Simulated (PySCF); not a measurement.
Deuteron quadrupole couplings in `C[C@@H](F)OC(C)(C)C`

Species: C6H13FO.
Geometry (GFN2-xTB, Å), atoms numbered from 1 in this order:
```
atom  x, y, z in Å
C1     2.764   -0.616   -0.465
C2     1.397    0.012   -0.680
F3     1.075   -0.114   -2.036
O4     0.473   -0.639    0.084
C5    -0.783    0.002    0.394
C6    -0.562    1.140    1.397
C7    -1.489    0.517   -0.861
C8    -1.609   -1.110    1.042
H9     2.687   -1.687   -0.627
H10    3.477   -0.192   -1.166
H11    3.090   -0.428    0.553
H12    1.423    1.102   -0.510
H13    0.010    1.954    0.959
H14   -1.522    1.534    1.718
H15   -0.025    0.767    2.267
H16   -2.481    0.876   -0.599
H17   -0.937    1.334   -1.320
H18   -1.583   -0.284   -1.590
H19   -1.094   -1.485    1.922
H20   -1.733   -1.931    0.342
H21   -2.586   -0.736    1.332
```

Level: PBE0/pcSseg-1 (PySCF, non-relativistic); Q(2H) = 0.00286 b; rigid geometry, the same for H and D, with no vibrational averaging.

Task: Give the electric field gradient Vzz (the principal value of largest size), its asymmetry and the 2H coupling at each hydrogen.

Result: 
| atom | bonded to | bond length (Å) | Vzz (au) | η | χzz (kHz) |
| --- | --- | --- | --- | --- | --- |
| H9 | C1 | 1.086 | 0.3150 | 0.03 | 212 |
| H10 | C1 | 1.086 | 0.3153 | 0.03 | 212 |
| H11 | C1 | 1.085 | 0.3176 | 0.03 | 213 |
| H12 | C2 | 1.103 | 0.2699 | 0.03 | 181 |
| H13 | C6 | 1.088 | 0.3157 | 0.02 | 212 |
| H14 | C6 | 1.086 | 0.3176 | 0.02 | 213 |
| H15 | C6 | 1.087 | 0.3149 | 0.01 | 212 |
| H16 | C7 | 1.087 | 0.3164 | 0.03 | 213 |
| H17 | C7 | 1.087 | 0.3139 | 0.04 | 211 |
| H18 | C7 | 1.087 | 0.3138 | 0.02 | 211 |
| H19 | C8 | 1.086 | 0.3171 | 0.03 | 213 |
| H20 | C8 | 1.086 | 0.3166 | 0.03 | 213 |
| H21 | C8 | 1.086 | 0.3178 | 0.03 | 214 |

Task: How does χzz go with the bond length over the 13 C–H bonds?

Result: A straight-line fit has a slope of -18.6 kHz for each 0.01 Å, with a correlation coefficient of -0.99, over lengths from 1.085 to 1.103 Å. The longer bonds have the smaller couplings here.

The structure is a single GFN2-xTB conformer in the gas phase; no vibrational or solvent corrections. GFN2-xTB bond lengths can be off by several hundredths of an ångström, more for odd bonds, and the gradients follow them. A larger basis could move these couplings by a tenth or more.
